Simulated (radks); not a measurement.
The numbers below are computed, except where a source is named.
The thulium ion Tm+ inside a hard spherical wall (all orbitals vanish at R), configuration held at [Xe] 4f13 6s1 and not refilled when levels cross. Level of theory: scalar-relativistic Kohn-Sham, PBE, spin-polarised, spherical densities, finite nucleus; open shells are filled with parallel spins first (spin-orbit coupling, left out, can overturn this in heavy ions); Fermi nuclear charge, rms radius 5.2256 fm (a radial shooting solver on a logarithmic mesh with Libxc functionals). Eigenvalues in eV for spin up, with the zero of energy where the potential of the charges vanishes at infinity; a dash marks a level that is unbound or too diffuse for the functional's potential to be trusted. A positive occupied level is held by the wall or, in an anion where self-interaction has pushed it up, behind a barrier. The pressure on the wall is -dE/dV.

| R (bohr) | E (hartree) | kinetic (hartree) | e(5s) | e(5p) | e(4f) | e(6s) | e(5d, empty) | e(6p, empty) | pressure (GPa) |
|---|---|---|---|---|---|---|---|---|---|
| free | -13565.7837 | 14741.810 | -60.289 | -33.795 | -10.099 | -9.523 | -6.847 | -5.794 | 0 |
| 15 | -13565.7837 | 14741.810 | -60.289 | -33.795 | -10.099 | -9.523 | -6.847 | -5.793 | < 0.0001 |
| 7 | -13565.7744 | 14741.882 | -59.981 | -33.497 | -9.794 | -9.126 | -6.506 | -4.685 | 0.530 |
| 6 | -13565.7536 | 14741.999 | -59.589 | -33.124 | -9.398 | -8.398 | -6.016 | -3.193 | 2.27 |
| 5 | -13565.6868 | 14742.311 | -58.778 | -32.366 | -8.544 | -6.338 | -4.853 | 0.441 | 10.8 |
| 3 | -13564.1991 | 14748.783 | -50.586 | -24.083 | 1.275 | 24.645 | 9.005 | 42.716 | 724 |
| 2.5 | -13561.6884 | 14759.116 | -41.410 | -13.567 | 12.378 | 61.815 | 24.813 | 87.221 | 3140 |
| 1.5 | -13519.3224 | 14903.785 | 66.600 | 114.59 | 104.48 | 427.85 | 188.41 | 484.83 | 142000 |
